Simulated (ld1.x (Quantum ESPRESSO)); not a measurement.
## Reading a pseudo-wave (nickel (Ni))

Columns: radius, all-electron u(r) and pseudo u(r) of the 4p shell (level -0.97 eV) of nickel in the configuration [Ar] 3d8.5 4s1.5 4p0; BLYP, scalar-relativistic, TM semilocal scheme, ld1.x (Quantum ESPRESSO) 7.5.

```json
{"r (bohr)": "0.155", "all-electron": "0.0815", "pseudo": "0.0028"}
{"r (bohr)": "0.310", "all-electron": "-0.0396", "pseudo": "0.0111"}
{"r (bohr)": "0.465", "all-electron": "-0.1332", "pseudo": "0.0248"}
{"r (bohr)": "0.620", "all-electron": "-0.1444", "pseudo": "0.0436"}
{"r (bohr)": "0.775", "all-electron": "-0.1023", "pseudo": "0.0671"}
{"r (bohr)": "0.930", "all-electron": "-0.0371", "pseudo": "0.0949"}
{"r (bohr)": "1.085", "all-electron": "0.0338", "pseudo": "0.1263"}
{"r (bohr)": "1.240", "all-electron": "0.1021", "pseudo": "0.1605"}
{"r (bohr)": "1.395", "all-electron": "0.1642", "pseudo": "0.1967"}
{"r (bohr)": "1.550", "all-electron": "0.2191", "pseudo": "0.2338"}
{"r (bohr)": "1.705", "all-electron": "0.2666", "pseudo": "0.2705"}
{"r (bohr)": "1.860", "all-electron": "0.3072", "pseudo": "0.3056"}
{"r (bohr)": "2.015", "all-electron": "0.3414", "pseudo": "0.3380"}
{"r (bohr)": "2.170", "all-electron": "0.3699", "pseudo": "0.3668"}
{"r (bohr)": "2.325", "all-electron": "0.3934", "pseudo": "0.3913"}
{"r (bohr)": "2.480", "all-electron": "0.4124", "pseudo": "0.4113"}
{"r (bohr)": "2.635", "all-electron": "0.4274", "pseudo": "0.4270"}
{"r (bohr)": "2.790", "all-electron": "0.4389", "pseudo": "0.4388"}
{"r (bohr)": "2.945", "all-electron": "0.4474", "pseudo": "0.4474"}
{"r (bohr)": "3.100", "all-electron": "0.4531", "pseudo": "0.4531"}
{"r (bohr)": "3.255", "all-electron": "0.4566", "pseudo": "0.4566"}
{"r (bohr)": "3.410", "all-electron": "0.4579", "pseudo": "0.4579"}
{"r (bohr)": "3.565", "all-electron": "0.4575", "pseudo": "0.4575"}
{"r (bohr)": "3.720", "all-electron": "0.4555", "pseudo": "0.4555"}
{"r (bohr)": "3.875", "all-electron": "0.4521", "pseudo": "0.4521"}
{"r (bohr)": "4.030", "all-electron": "0.4475", "pseudo": "0.4475"}
```

Task: How many radial nodes do the two functions have?

Result: The all-electron 4p function has n − l − 1 = 2; the pseudo-wave has 0, since the states of the same l below it are removed with the core.

Task: At about which radius was the pseudo-wave matched?

Result: 3.10 bohr. The columns agree to 0.0005 from 2.63 bohr on; several derivatives are matched, so the curves merge somewhat inside the radius.

Task: Where does each function peak?

Result: Outermost all-electron maximum near 3.41 bohr, pseudo maximum near 3.41 bohr (to the table’s step).

Task: Is the pseudo-wave norm-conserving?

Result: Yes: the TM semilocal scheme keeps the norm inside the radius equal to the all-electron one, which fixes the energy derivative of the logarithmic derivative at the level.
